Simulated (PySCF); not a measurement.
H₅PSi, SMILES [SiH3]P. Heavy atoms are numbered as in [SiH3:1][PH2:2]. Hydrogens are named by the atom that carries them.

Geometry optimised at B3LYP-D3(BJ)/def2-TZVP.

These are PBE0/pcSseg-2 in PySCF values and carry that method's errors.

GIAO shieldings, no solvent; atoms alike by connectivity are averaged. δ = σ(ref) − σ: ²⁹Si against TMS (σ = 341.9 ppm); ³¹P against PH3 (σ = 579.7 ppm); ¹H against TMS (σ = 31.54 ppm), references at their B3LYP-D3(BJ)/def2-TZVP geometries, non-relativistic.

```tsv
atoms	nucleus	count	δ (ppm)
Si1 (SiH3)	²⁹Si	1	-80.1
P2 (PH2)	³¹P	1	(withheld)
H on Si1	¹H	3	(withheld)
H on P2	¹H	2	1.80
```

Task: Complete the blanks. (The exact figures need the calculation; the answer reports its results.)

Result: 
- H on Si1, δ (ppm): 4.22
- P2 (PH2), δ (ppm): -24.5
